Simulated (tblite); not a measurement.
Isomers of [C5H13P2]+ (charge +1). All values are computed: GFN2-xTB (tblite) harmonic vibrations without scaling, gas phase. This tight-binding method is rough: wavenumbers can miss measured ones by several per cent, in bad cases by 10 to 20. Modes of hydrogen on phosphorus can be 10 to 20 % off. One conformer each.

Electronic energies: GFN2-xTB at the same geometries; isomer energies are rough at this level and their order can be wrong.

```csv
SMILES,"electronic energy, lowest = 0 (kJ/mol)"
C[C@@H]1CC[P@H+]1CP,58.0
CP1CC[PH2+]CC1,0.0
C=C(C)[P@@H+](P)CC,37.2
C=CC[P+](C)(C)P,22.6
CC[PH2+]/C=C\PC,89.8
```

Task: How do GFN2-xTB zero-point energies change the relative energies?

Result: 
```csv
SMILES,ZPE (kJ/mol),of it from modes above 1550 cm⁻¹,electronic (kJ/mol),"with ZPE, lowest = 0 (kJ/mol)",lowest mode (cm⁻¹),rings
CP1CC[PH2+]CC1,433.3,223.9,0.0,0.0,103,1
C=CC[P+](C)(C)P,420.3,235.8,22.6,9.7,45,0
C=C(C)[P@@H+](P)CC,421.5,232.0,37.2,25.4,38,0
C[C@@H]1CC[P@H+]1CP,427.0,220.9,58.0,51.8,52,1
CC[PH2+]/C=C\PC,421.6,231.9,89.8,78.1,34,0
```

The zero-point energies span 13.0 kJ/mol, from `C=CC[P+](C)(C)P` to `CP1CC[PH2+]CC1`. The order is unchanged.

Task: What do entropy and thermal enthalpy add at 298.15 K and 1 bar (rigid rotor, harmonic oscillator, one conformer each)?

Result: 
| SMILES | point group | symmetry number | S (J/(mol K)) | H − H(0) (kJ/mol) | ZPE + H − H(0) − TS (kJ/mol) |
| --- | --- | --- | --- | --- | --- |
| CP1CC[PH2+]CC1 | Cs | 1 | 383.5 | 26.53 | 345.5 |
| C=CC[P+](C)(C)P | C1 | 1 | 441.9 | 33.04 | 321.6 |
| C=C(C)[P@@H+](P)CC | C1 | 1 | 444.2 | 32.65 | 321.7 |
| C[C@@H]1CC[P@H+]1CP | C1 | 1 | 410.5 | 28.74 | 333.4 |
| CC[PH2+]/C=C\PC | C1 | 1 | 434.8 | 31.17 | 323.1 |
